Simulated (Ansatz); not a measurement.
The cluster As₃P₂. Charge 0, multiplicity 2. Geometry PBE-D4/def2-SVP, that of the charge +1 singlet; atoms count from 1.

Cartesian coordinates in Å:
```
P 0.2160 -1.6253 -0.1665
P -0.8758 -0.3947 1.3380
As 1.3260 0.4093 0.6278
As -0.9354 1.4833 -0.0707
As 0.2691 0.1274 -1.7286
```

The structure comes from a short search, and lower isomers may exist.

Question: Estimate the Mulliken populations from the PBE0/def2-TZVP orbitals of Ansatz.

Answer: 
| atom | charge (e) | spin (α − β) |
| --- | --- | --- |
| P1 | -0.08 | 0.23 |
| P2 | -0.08 | 0.22 |
| As3 | 0.14 | -0.21 |
| As4 | 0.01 | 0.38 |
| As5 | 0.01 | 0.38 |
Mulliken values depend strongly on the basis.

Question: Where does the spin sit?

Answer: Summed by element: P 0.45, As 0.55, of 1 unpaired in all. Largest on single atoms: As4 0.38, As5 0.38, P1 0.23.

Question: And the Mayer bond orders between heavy atoms (over 0.3)?

Answer: P1–P2 1.04 (2.23 Å); P1–As3 0.86 (2.45 Å); P1–As5 1.02 (2.35 Å); P2–As3 0.86 (2.45 Å); P2–As4 1.02 (2.35 Å); As3–As4 0.72 (2.60 Å); As3–As5 0.72 (2.60 Å); As4–As5 1.01 (2.46 Å).
